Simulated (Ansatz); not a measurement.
Consider the ligand exchange at the Si–N bond: `N[Si@H](O)N[Si@@H](N)F` + `N[SiH2]N` → `N[SiH2]N[SiH](N)F` + `N[SiH](N)O`.

Calculated with Ansatz (gas phase, PBE0-D4/def2-TZVP geometries, no zero-point term in ΔE). CCSD(T)/CBS is the MP2 limit (def2-TZVPP, def2-QZVPP) plus CCSD(T) − MP2 in def2-TZVPP, frozen cores. This one scheme is used for every species. DFT in def2-TZVPP. B3LYP here is the variant with VWN-RPA as its local correlation; programs differ in this. Each species was taken in one conformer, which may not be the lowest.

`N[Si@H](O)N[Si@@H](N)F`:

Cartesian coordinates in Å:
```
N 1.517 0.506 -2.183
Si 0.435 0.978 -0.952
O 1.090 1.379 0.491
N -0.619 -0.373 -0.641
Si -1.352 -0.874 0.803
N -0.207 -0.692 2.079
F -2.568 0.046 1.287
H 1.890 1.206 -2.804
H 2.172 -0.247 -2.048
H -0.268 2.154 -1.516
H 0.765 0.859 1.245
H -0.947 -0.838 -1.477
H -1.925 -2.225 0.604
H -0.572 -0.564 3.012
H 0.588 -1.314 2.100
```

`N[SiH2]N`:

Cartesian coordinates in Å:
```
N 0.971 0.029 -1.089
Si -0.134 -0.526 0.094
N -0.754 0.827 0.936
H 0.694 0.679 -1.805
H 1.743 -0.548 -1.378
H 0.666 -1.510 0.882
H -1.360 -1.223 -0.396
H -1.678 0.803 1.333
H -0.149 1.468 1.423
```

`N[SiH2]N[SiH](N)F`:

Cartesian coordinates in Å:
```
N 1.657 -0.717 -0.830
Si 1.223 0.874 -0.315
N -0.491 1.051 -0.346
Si -1.677 0.136 0.483
N -0.971 -1.353 0.851
F -2.157 0.805 1.858
H 1.500 -0.986 -1.790
H 2.528 -1.099 -0.495
H 1.733 1.974 -1.182
H 1.820 0.992 1.039
H -0.833 1.817 -0.909
H -2.918 0.123 -0.326
H -0.139 -1.661 0.370
H -1.277 -1.958 1.591
```

`N[SiH](N)O`:

```xyz
10

N    -0.964    0.186   -1.077
Si    0.471   -0.026   -0.166
N     0.158    0.751    1.321
O     0.801   -1.641   -0.177
H    -1.083   -0.309   -1.946
H    -1.404    1.092   -1.109
H     1.737    0.555   -0.674
H    -0.707    0.612    1.817
H     0.910    1.004    1.940
H     0.081   -2.223    0.071
```

Question: Is it downhill or uphill in electronic energy at CCSD(T)/CBS, and by how much? (Best estimate.)

Answer: Computed: Uphill: ΔE = +0.8 kcal/mol.

Question: What do these levels give: PBE-D4, r2SCAN-D4, PBE0-D4, B3LYP-D4, B2PLYP, PBE, r2SCAN, B3LYP, HF/def2-TZVPP, CCSD(T)/def2-TZVPP, HF/def2-QZVPP, CCSD/CBS(def2)? (Best estimate.)

Answer: The calculation gave: PBE-D4 1.4, r2SCAN-D4 1.3, PBE0-D4 1.2, B3LYP-D4 1.0, B2PLYP 0.9, PBE 1.4, r2SCAN 1.3, B3LYP 0.9, HF/def2-TZVPP 0.0, CCSD(T)/def2-TZVPP 0.9, HF/def2-QZVPP 0.0, CCSD/CBS(def2) 0.6 kcal/mol.

Largest T1 diagnostic among the species: 0.011.

In def2-TZVPP, CCSD(T) changes the Hartree–Fock value by +1.0 kcal/mol (the triples alone add +0.2 kcal/mol) and MP2 by +0.9 kcal/mol.
